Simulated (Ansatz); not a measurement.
`COB(F)O[SiH3]` + H₂O → `COB(O)O[SiH3]` + H–F  (formal hydrolysis of a B–F bond)

Computed with Ansatz on PBE0-D4/def2-TZVP structures; ΔE is electronic, products minus reactants. CCSD(T)/CBS adds triple-zeta CCSD(T) − MP2 to the extrapolated MP2 energy (def2 sets, frozen cores). This one scheme is used for every species. DFT in def2-TZVPP. B3LYP here is the variant with VWN-RPA as its local correlation; programs differ in this. Each species was taken in one conformer, which may not be the lowest.

```csv
level,ΔE (kJ/mol),difference from CCSD(T)/CBS
PBE-D4,27.2,-0.7
r2SCAN-D4,30.2,2.3
PBE0-D4,27.5,-0.4
B3LYP-D4,31.0,3.1
ωB97X-V,30.6,2.7
ωB97M-V,30.0,2.1
B2PLYP,31.9,4.0
PBE,29.5,1.6
r2SCAN,30.9,3.0
PBE0,29.4,1.5
B3LYP,34.5,6.6
HF/def2-TZVPP,39.3,11.4
MP2/def2-TZVPP,26.0,-1.9
SCS-MP2/def2-TZVPP,29.0,1.1
CCSD/def2-TZVPP,29.6,1.7
CCSD(T)/def2-TZVPP,28.0,0.1
HF/def2-QZVPP,39.7,11.8
MP2/def2-QZVPP,26.0,-1.9
SCS-MP2/def2-QZVPP,29.0,1.1
HF/CBS(def2),39.7,11.8
MP2/CBS(def2),25.9,-2.0
CCSD/CBS(def2),29.6,1.7
CCSD(T)/CBS,27.9,0
```

Largest T1 diagnostic among the species: 0.012.

In def2-TZVPP, CCSD(T) changes the Hartree–Fock value by −11.3 kJ/mol (the triples alone add −1.7 kJ/mol) and MP2 by −13.3 kJ/mol. The D4 term adds −3.5 kJ/mol with B3LYP and −1.9 kJ/mol with PBE0; it sums over pairs of atoms, weighted by their polarisabilities, and B3LYP, whose exchange is more repulsive, gets the larger term.
